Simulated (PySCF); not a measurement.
C6H9FOSi.
Atom-mapped SMILES: `[CH3:1][C:2]#[C:3][Si@@H:4]1[O:5][CH2:6][CH2:7][C@H:8]1[F:9]` (hydrogens: H10, H11, H12 on C1; H13 on Si4; H14, H15 on C6; H16, H17 on C7; H18 on C8)

The same species was optimised twice, with GFN2-xTB and with PBE0-D3(BJ)/def2-SVP (PySCF), and the same property calculations (PySCF, gas phase) were run on both structures.

```csv
coordinate,GFN2-xTB,PBE0-D3(BJ)/def2-SVP,change
Si4–O5 (Å),1.636,1.679,+0.043
C3–Si4 (Å),1.841,1.822,-0.019
Si4–C8 (Å),1.928,1.910,-0.018
C2≡C3 (Å),1.206,1.220,+0.014
O5–C6 (Å),1.409,1.416,+0.007
C1–C2 (Å),1.444,1.450,+0.006
C7–C8 (Å),1.523,1.521,-0.002
C8–F9 (Å),1.393,1.391,-0.002
C6–C7 (Å),1.531,1.531,0.000
C2–C3–Si4 (°),176.7,180.0,+3.3
Si4–C8–C7 (°),102.0,99.5,-2.5
C3–Si4–C8 (°),110.9,113.0,+2.1
Si4–O5–C6 (°),114.9,113.2,-1.7
Si4–C8–F9 (°),110.1,108.7,-1.4
O5–Si4–C8 (°),94.0,94.5,+0.5
C6–C7–C8 (°),107.0,107.5,+0.5
O5–C6–C7 (°),109.3,108.8,-0.5
```

Rotational constants: A = 2585, B = 721.9, C = 660.3 MHz (GFN2-xTB) against A = 2648, B = 720.7, C = 672.7 MHz (PBE0-D3(BJ)/def2-SVP). Point groups within 0.08 Å: C1 and C1.

On the GFN2-xTB structure: HOMO (eV) -7.65 [PBE0/pcSseg-1]; LUMO (eV) -0.14 [PBE0/pcSseg-1]; dipole (D) 2.96 [PBE0/pcSseg-1]; GIAO shielding of C1 (ppm) 181.2 [PBE0/pcSseg-1]; GIAO shielding of C2 (ppm) 72.5 [PBE0/pcSseg-1]; GIAO shielding of C3 (ppm) 103.3 [PBE0/pcSseg-1]; GIAO shielding of Si4 (ppm) 368.3 [PBE0/pcSseg-1]; GIAO shielding of O5 (ppm) 293.7 [PBE0/pcSseg-1]; GIAO shielding of C6 (ppm) 116.6 [PBE0/pcSseg-1]; GIAO shielding of C7 (ppm) 147.7 [PBE0/pcSseg-1]; GIAO shielding of C8 (ppm) 92.9 [PBE0/pcSseg-1].

Question: What do these properties become on the PBE0-D3(BJ)/def2-SVP structure?

Answer: 
```csv
property,level,on GFN2-xTB,on PBE0-D3(BJ)/def2-SVP,change
HOMO (eV),PBE0/pcSseg-1,-7.65,-7.68,-0.03
LUMO (eV),PBE0/pcSseg-1,-0.14,-0.27,-0.13
dipole (D),PBE0/pcSseg-1,2.96,3.43,+0.47
"energy, GFN2-xTB geometry as zero (kcal/mol)",PBE0/pcSseg-1,0.0,-1.9,-1.9
GIAO shielding of C1 (ppm),PBE0/pcSseg-1,181.2,178.6,-2.6
GIAO shielding of C2 (ppm),PBE0/pcSseg-1,72.5,69.5,-3.0
GIAO shielding of C3 (ppm),PBE0/pcSseg-1,103.3,101.0,-2.3
GIAO shielding of Si4 (ppm),PBE0/pcSseg-1,368.3,367.5,-0.8
GIAO shielding of O5 (ppm),PBE0/pcSseg-1,293.7,291.5,-2.2
GIAO shielding of C6 (ppm),PBE0/pcSseg-1,116.6,116.7,+0.1
GIAO shielding of C7 (ppm),PBE0/pcSseg-1,147.7,146.3,-1.4
GIAO shielding of C8 (ppm),PBE0/pcSseg-1,92.9,95.2,+2.3
```

The heavy atoms differ by 0.116 Å rms after alignment. Among bonds between heavy atoms Si4–O5 changes most (+0.043 Å). Changes are differences of the printed values. Neither structure is proved a minimum here.
